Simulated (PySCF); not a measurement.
The same groups moved round the core (azulene silyl). All species are isolated molecules in the gas phase. Strings in code marks are SMILES.

Level of theory: ωB97X-D3(BJ)/def2-TZVP // PBE0-D3(BJ)/def2-SVP (PySCF). Delta-SCF ions had no search for a lower state. Excitations are Tamm–Dancoff values on a coarser integration grid. The basis has no diffuse functions, so Rydberg states are missing or too high.

```csv
species,S1 excitation (TDA) (eV),S1 oscillator strength,HOMO–LUMO gap (eV),vertical electron affinity (Delta-SCF) (eV)
`[SiH3]c1ccc2cccc-2cc1`,2.48,___,7.18,___
`[SiH3]c1ccc2cccccc1-2`,___,0.013,7.35,0.83
`[SiH3]c1cccc2cccc-2c1`,2.55,0.016,7.29,0.83
`c1cc2c([SiH3])ccccc-2c1`,2.48,0.018,___,0.90
```

Fill in the missing entries.


- `[SiH3]c1ccc2cccc-2cc1`, S1 oscillator strength: 0.014
- `[SiH3]c1ccc2cccc-2cc1`, vertical electron affinity (Delta-SCF) (eV): 0.92
- `[SiH3]c1ccc2cccccc1-2`, S1 excitation (TDA) (eV): 2.61
- `c1cc2c([SiH3])ccccc-2c1`, HOMO–LUMO gap (eV): 7.22
